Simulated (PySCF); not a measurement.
# Electron correlation in Zn²⁺ (zinc, charge +2)

[Ar] 3d9 4p1, one real determinant (an excited configuration). All numbers are calculated (PySCF 2.14, a scalar-relativistic core potential, in aug-cc-pwCVDZ-PP with ECP10MDF). Frozen: 3s2 3p6; 10 electrons correlated.

| level | correlation energy (mhartree) |
| --- | --- |
| CCSD | -332.55 |
| (T) | -6.55 |
| CCSD(T) | -339.10 |

Diagnostics: T1 = 0.0070, D1 = 0.0225, largest double amplitude 0.041.

**Question.** Is a single reference adequate?

**Answer.** Yes: T1 lies below 0.03 and no double amplitude reaches 0.07.

The reference is one real determinant that mixes LS terms of this configuration.
